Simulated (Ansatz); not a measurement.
The cluster Na5H5. Total charge 0; singlet. Geometry PBE0-D4/def2-SVP.

| atom | x (Å) | y (Å) | z (Å) |
| --- | --- | --- | --- |
| Na1 | 2.523 | 1.915 | -0.565 |
| Na2 | -3.181 | -0.068 | 0.283 |
| Na3 | -0.883 | -3.027 | 0.629 |
| Na4 | 2.628 | -1.787 | 0.099 |
| Na5 | -1.086 | 2.968 | -0.447 |
| H6 | 1.132 | -3.099 | 0.470 |
| H7 | -2.624 | -1.993 | 0.587 |
| H8 | 0.921 | 3.152 | -0.651 |
| H9 | -2.747 | 1.867 | -0.106 |
| H10 | 3.317 | 0.073 | -0.300 |

LC-ωPBE has ω = 0.4 bohr⁻¹. The structure comes from a short search, and lower isomers may exist.

Estimate the orbital energies around the gap (eV) in Ansatz with PBE-D4/def2-TZVP, BLYP-D4/def2-TZVP, r2SCAN-D4/def2-TZVP, PBE0-D4/def2-TZVP, LC-ωPBE/def2-TZVP.


| orbital | PBE-D4/def2-TZVP | BLYP-D4/def2-TZVP | r2SCAN-D4/def2-TZVP | PBE0-D4/def2-TZVP | LC-ωPBE/def2-TZVP |
| --- | --- | --- | --- | --- | --- |
| HOMO−5 | -27.26 | -27.27 | -28.23 | -30.65 | -32.91 |
| HOMO−4 | -5.43 | -5.35 | -5.56 | -6.54 | -9.34 |
| HOMO−3 | -5.13 | -5.05 | -5.26 | -6.22 | -8.97 |
| HOMO−2 | -5.12 | -5.05 | -5.26 | -6.22 | -8.96 |
| HOMO−1 | -4.64 | -4.56 | -4.80 | -5.71 | -8.38 |
| HOMO | -4.63 | -4.56 | -4.80 | -5.71 | -8.38 |
| LUMO | -0.64 | -0.54 | -0.26 | -0.18 | 1.00 |
| LUMO+1 | -0.57 | -0.51 | -0.11 | -0.06 | 1.05 |
| LUMO+2 | -0.53 | -0.51 | 0.23 | 0.01 | 1.10 |
| LUMO+3 | -0.53 | -0.42 | 0.24 | 0.01 | 1.10 |
| LUMO+4 | -0.27 | -0.26 | 0.47 | 0.16 | 1.11 |
| LUMO+5 | -0.27 | -0.25 | 0.48 | 0.17 | 1.11 |
